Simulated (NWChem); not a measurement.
# C4H7N; SMILES N1CC(=C)C1

```xyz
12

C      0.0614     1.9363     0.0000
C     -0.0234     0.6119     0.0000
C     -0.0562    -0.4719     1.0660
N      0.1918    -1.4851     0.0000
C     -0.0562    -0.4719    -1.0660
H      0.0975     2.5054     0.9259
H      0.0975     2.5054    -0.9259
H      0.7240    -0.4375     1.8376
H     -1.0333    -0.5563     1.5683
H     -0.4734    -2.2544     0.0000
H     -1.0333    -0.5563    -1.5683
H      0.7240    -0.4375    -1.8376
```
Atoms are numbered in this order, from 1.

All runs: NWChem. Coordinates come from a B3LYP/6-31G* (spherical d) optimisation.

Question: Order these by “highest occupied level (eV)”, lowest first: B3LYP/def2-TZVP; Hartree-Fock/def2-TZVP; PBE/def2-TZVP; CAM-B3LYP/def2-TZVP.

Answer: Hartree-Fock/def2-TZVP (-9.45), CAM-B3LYP/def2-TZVP (-7.90), B3LYP/def2-TZVP (-6.29), PBE/def2-TZVP (-5.13)
